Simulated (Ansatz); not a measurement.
Br2HIn, SMILES `[Br][InH][Br]` at its PBE0-D4/def2-TZVP geometry, where that method's forces vanish. Total charge 0; spin multiplicity 1. In takes the def2 core potential.

```xyz
4

Br   -2.0231    0.3820    1.0797
In    0.1906   -0.0947    0.1341
Br    0.3552    0.4453   -2.2538
H     1.4774   -0.7325    1.0401
```

What forces (eV/Å) does B3LYP-D4/def2-TZVPP give on these atoms in the Gaussian-basis code of Ansatz? (Best estimate.)

Ansatz gave: 
```
Br1 -0.262  0.056  0.114
In2  0.187 -0.093  0.133
Br3  0.022  0.064 -0.285
H4   0.053 -0.027  0.037
```

B3LYP here is the variant with VWN-RPA as its local correlation; programs differ in this.
